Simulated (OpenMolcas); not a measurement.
**Mn3+: moving or changing the point charges**

Mn3+ among 2 point charges of -2.5 e arranged as a linear pair (D∞h), 1.87 Å from the ion.

| Item | Value |
| --- | --- |
| Program | OpenMolcas |
| Method | SS-CASPT2, IPEA 0.25 Eh, imaginary shift 0.1 Eh (closed shells correlated: 3s 3p) |
| Basis | ANO-RCC-VDZP [5s4p2d1f] |
| Scalar Hamiltonian | DKH2, point nucleus |
| Active space | 4 electrons in 5 orbitals (3d) |
| State averaging | 2S+1 = 5 even, 5 roots; 2S+1 = 3 even, 45 roots; 2S+1 = 1 even, 50 roots |
| Spin-orbit coupling | state interaction with AMFI integrals over the reference wave functions |

Runs around this geometry, states (labels by Λ). Energies in cm-1 above the lowest state or level, χT in cm3 K/mol.

```
R (Å)  q (e)  Ground state  First state of that spin  First gap with spin-orbit (degeneracies)  χT at 300 K  First state of another spin
 1.87  -1.25            5Σ                   5Π 3310                                 11 (1, 2)        2.738                     3Γ 23520
 1.69   -2.5            5Σ                   5Π 6040                                  7 (1, 2)        2.865                     3Φ 19350
 1.87   -2.5            5Σ                   5Π 4890                                  8 (1, 2)        2.827                     3Φ 21570
 2.01   -2.5            5Σ                   5Π 4090                                  9 (1, 2)        2.790                     3Φ 22540
```

Taking the first state of the same spin as R^-n, n = -ln(4090 / 6040) / ln(2.01 / 1.69) = 2.2 between the shortest and longest distance.

Scaling the charges by -1.25 / -2.5 = 0.50 scales the first state of the same spin by 3310 / 4890 = 0.68; with fixed orbitals a first-order splitting would follow the charge.

Roots that are degenerate in the reference are averaged as groups; the widest CASPT2 spread within a group is 66 cm-1 (the 2-fold group of multiplicity 1 near 108000 cm-1 above the lowest state of its run, R = 1.87, q = -2.5). Shifts and gaps below about the spread of the groups concerned are not significant. Free-ion shares, where given, are those of the reference states; single-state CASPT2 does not remix them. This is an electrostatic model: the charges have no orbitals. No measured value stands beside these numbers.
